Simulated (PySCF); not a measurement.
H3NS3W, SMILES [NH]=[W](=[S])([SH])[SH], multiplicity 1. Geometry optimised at B3LYP-D3(BJ)/def2-SVP. The spin state was assumed, not searched. The structure was generated by enumeration; whether it is a known compound was not checked. The def2 effective core potentials stand for the cores of W; spin–orbit coupling is left out. One conformer was computed; it need not be the lowest.

Computed equilibrium geometry at B3LYP-D3(BJ)/def2-SVP (PySCF confirms it by a frequency run) as bond lengths and angles (one conformer of several):
Atoms: W1 N2 H3 S4 S5 H6 S7 H8. Bonded distances (Å): W1–N2 1.750, W1–S4 2.146, W1–S5 2.355, W1–S7 2.360, N2–H3 1.019, S5–H6 1.357, S7–H8 1.356. Bond angles (°): N2–W1–S4 113.2, N2–W1–S5 102.8, N2–W1–S7 108.7, S4–W1–S5 111.5, S4–W1–S7 106.6, S5–W1–S7 114.2, W1–N2–H3 153.2, W1–S5–H6 95.3, W1–S7–H8 96.0.
Charge 0, spin multiplicity 1.
